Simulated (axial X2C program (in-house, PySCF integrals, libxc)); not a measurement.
## Outer orbitals of GeI⁺ at 2.410 Å, PBE0

Calculated with an in-house all-electron X2C program for linear molecules (integrals from PySCF). Spin-free means the one-electron spin-free X2C Hamiltonian; two-component (2c) means X2C with spin–orbit coupling and atomic mean-field two-electron Coulomb and Gaunt terms, so the difference of the two also holds small scalar two-electron terms. Basis: I dyall-cv3z [11s12p8d4f1g], Ge dyall-cv3z [9s9p7d4f1g] (cores contracted in-house); Gaussian nuclei, density fitting, unrestricted open shells. Masses: I 126.904 u, Ge 73.921 u.

The distance is close to the 2c PBE0 minimum; the highest filled and lowest empty levels are listed.

Spin-free orbitals, state M_S = 0, Λ = 0 (closed shell) (Löwdin shares):

```
symmetry  occupied  ε (eV)             atomic character
      σα       yes  -25.93   73% I s, 12% Ge s, 9% Ge p
      σα       yes  -20.12   63% Ge s, 21% I p, 11% I s
      σα       yes  -14.53  47% I p, 34% Ge p, 14% Ge s
     π+α       yes  -14.17   81% I p, 14% Ge p, 4% Ge d
     π-α       yes  -14.17   81% I p, 14% Ge p, 4% Ge d
     π-α        no   -9.07    81% Ge p, 13% I p, 4% I d
     π+α        no   -9.07    81% Ge p, 13% I p, 4% I d
      σα        no   -6.05   43% Ge p, 20% I p, 15% I d
      σα        no   -3.12  46% Ge s, 15% I s, 12% Ge d
```

One partner of each degenerate Kramers or spin pair is listed.

Spinors with spin–orbit coupling (state Ω = 0):

```csv
ω,occupied,ε (eV),atomic character,λ mixture
1/2,yes,-25.94,"73% I s, 12% Ge s, 9% Ge p",100% σ
1/2,yes,-20.11,"63% Ge s, 21% I p, 11% I s",100% σ
1/2,yes,-14.88,"66% I p, 20% Ge p, 9% Ge s","52% σ, 48% π"
1/2,yes,-14.17,"63% I p, 26% Ge p, 6% Ge s","52% π, 48% σ"
3/2,yes,-13.88,"79% I p, 16% Ge p, 4% Ge d",100% π
1/2,no,-9.15,"82% Ge p, 12% I p, 4% I d",100% π
3/2,no,-8.94,"79% Ge p, 15% I p, 4% I d",100% π
1/2,no,-6.04,"43% Ge p, 20% I p, 15% I d",100% σ
1/2,no,-3.12,"45% Ge s, 16% I s, 12% Ge d",100% σ
```

One partner of each degenerate Kramers or spin pair is listed.

(1) How does the gap between the highest filled and lowest empty level change from the spin-free to the 2c table?

Mulliken charges and populations of the two-component result (they depend on the basis, above all on diffuse functions):

I 0.30 e (s 9.95 p 22.70 d 20.04 f 0.01), Ge 0.70 e (s 7.96 p 13.21 d 10.11 f 0.01).

Occupations by symmetry block were frozen at the best pattern of an incomplete PBE0 search.

Results:

(1) From 5.10 to 4.73 eV at PBE0, a change of -0.37 eV.
